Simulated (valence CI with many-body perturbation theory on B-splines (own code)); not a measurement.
**Ta⁶⁶⁺: magnetic and hyperfine properties of the levels**

Computed by relativistic CI+MBPT: five valence electrons over a frozen Dirac-Fock core [He], radial functions for each j: 9 s, 9 p, 8 d, 6 f, 3 g, 1 h, with the one-electron correlation potential Σ1 (screened to all orders), the two-electron term Σ2, the three-electron term Σ3, Breit, model QED; selected single and double excitations, second order for the rest (own B-spline code, finite nucleus).

The last digits are not significant, and no measured levels were compared; by estimate large intervals hold to a few tenths of a per cent, small ones and those within an open d or f shell to about a per cent. Among the levels kept, up to 1200 cm⁻¹ of a level comes from second order outside the variational space, and about a tenth of that is noise between levels of different J, which matters for small intervals.

A/g_I is the dipole constant over the nuclear g factor μ/I (μ in nuclear magnetons, uniformly magnetised nucleus), B/Q the quadrupole constant per barn. Both hold the static response of the core; the bare values leave it out. Large factors of s and p1/2 electrons are usually good to 5 to 10 %; those of open d and f shells near neutrality can be off by tens of per cent, and small factors of p3/2, d and f electrons come from cancelling terms and can be off by a factor of two or in sign, in half-filled shells by more. B is blank for J = 1/2, where it vanishes, and for nearly pure S terms. Energies count from the lowest level.

Levels are named by their leading jj configuration (3d3/2^4 stands for four electrons in 3d with j = 3/2), which in mixed levels can hold well under half, so a name can repeat and another be missing. Letters in brackets count levels of one name in rising energy.

```tsv
Level	E (× 10³ cm⁻¹)	g	A/g_I (MHz)	A/g_I bare	B/Q (MHz/b)	B/Q bare
(2s^2 2p1/2^2 2p3/2) J=3/2	0.00	1.314	782000	800000	1520000	1530000
(2s^2 2p1/2 2p3/2^2) J=3/2	10503	1.434	-449000	-423000	83900	84000
(2s^2 2p1/2 2p3/2^2) J=5/2	10689	1.163	2040000	2050000	-4410	-4410
(2s^2 2p1/2 2p3/2^2) J=1/2	11104	0.617	7040000	7010000		
(2s 2p1/2^2 2p3/2^2) J=5/2	13237	1.444	4890000	4870000	197000	197000
(2s 2p1/2^2 2p3/2^2) J=1/2	14078	1.997	2.14e+07	2.11e+07		
(2s 2p1/2^2 2p3/2^2) J=3/2	14088	1.170	-3340000	-3260000	-168000	-168000
(2s^2 2p3/2^3) J=3/2	21629	1.286	809000	825000	-1610000	-1620000
(2s 2p1/2 2p3/2^3) J=3/2 [a]	23960	1.585	4970000	4940000	-1220000	-1230000
(2s 2p1/2 2p3/2^3) J=5/2	24290	1.281	6190000	6150000	-1770000	-1770000
(2s 2p1/2 2p3/2^3) J=1/2	24803	1.347	-8120000	-7990000		
(2s 2p1/2 2p3/2^3) J=3/2 [b]	24871	1.008	166000	204000	-494000	-494000
(2p1/2^2 2p3/2^3) J=3/2	27888	1.299	757000	791000	-1560000	-1560000
(2s 2p3/2^4) J=1/2	35454	1.876	2.15e+07	2.13e+07		
(2p1/2 2p3/2^4) J=1/2	38630	0.617	7060000	7010000		
(2s^2 2p1/2^2 3s) J=1/2	69112	1.991	6150000	6100000		
(2s^2 2p1/2^2 3p1/2) J=1/2	69943	0.645	2080000	2070000		
(2s^2 2p1/2^2 3p3/2) J=3/2	73168	1.321	230000	236000	458000	458000
(2s^2 2p1/2^2 3d3/2) J=3/2	73888	0.782	134000	134000	79900	80600
(2s^2 2p1/2^2 3d5/2) J=5/2	74792	1.188	48000	48100	77500	78200
(2s^2 2p1/2 2p3/2 3s) J=3/2 [a]	79737	1.653	1310000	1320000	992000	993000
(2s^2 2p1/2 2p3/2 3s) J=1/2	79819	1.293	-3070000	-3020000		
(2s^2 2p1/2 2p3/2 3s) J=5/2	79895	1.306	3130000	3120000	1490000	1490000
(2s^2 2p1/2 2p3/2 3s) J=3/2 [b]	79950	0.952	1850000	1860000	879000	880000
(2s^2 2p1/2 2p3/2 3p1/2) J=1/2	80557	1.729	-1720000	-1670000		
(2s^2 2p1/2 2p3/2 3p1/2) J=3/2 [a]	80607	1.126	1410000	1420000	311000	311000
(2s^2 2p1/2 2p3/2 3p1/2) J=5/2	80715	1.043	2320000	2320000	1480000	1480000
(2s^2 2p1/2 2p3/2 3p1/2) J=3/2 [b]	81046	1.303	1210000	1220000	1520000	1520000
(2s 2p1/2^2 2p3/2 3s) J=5/2	82135	1.589	5930000	5890000	1540000	1540000
(2s 2p1/2^2 2p3/2 3s) J=3/2 [a]	82368	1.426	6670000	6630000	839000	840000
(2s 2p1/2^2 2p3/2 3s) J=1/2	82895	0.834	-7670000	-7540000		
(2s 2p1/2^2 2p3/2 3s) J=3/2 [b]	82972	1.368	-1680000	-1630000	1130000	1130000
(2s 2p1/2^2 2p3/2 3p1/2) J=3/2 [a]	83045	1.661	6740000	6700000	1060000	1060000
(2s 2p1/2^2 2p3/2 3p1/2) J=5/2	83052	1.329	5150000	5120000	1500000	1500000
(2s^2 2p1/2 2p3/2 3p3/2) J=5/2 [a]	83717	1.406	-327000	-311000	1610000	1610000
(2s 2p1/2^2 2p3/2 3p1/2) J=1/2	83735	1.253	-6460000	-6340000		
(2s 2p1/2^2 2p3/2 3p1/2) J=3/2 [b]	83748	0.959	-2260000	-2200000	892000	893000
(2s^2 2p1/2 2p3/2 3p3/2) J=1/2 [a]	83754	1.540	-1790000	-1770000		
(2s^2 2p1/2 2p3/2 3p3/2) J=3/2 [a]	83789	1.130	2220000	2220000	-982000	-983000
(2s^2 2p1/2 2p3/2 3p3/2) J=7/2	83843	1.215	1450000	1460000	1960000	1970000
```

(1) Take the isotope of mass number 181, with I = 7/2, μ = 2.365 μN and Q = 3.17 b. What is the hyperfine structure of (2s 2p1/2^2 2p3/2^2) J=5/2?

Answers

(1) From the table A = 3310000 MHz, B = 624000 MHz. Shifts from the centre of gravity in MHz: F = 1: -3.69e+07, F = 2: -3.05e+07, F = 3: -2.07e+07, F = 4: -7630000, F = 5: 8940000, F = 6: 2.91e+07.
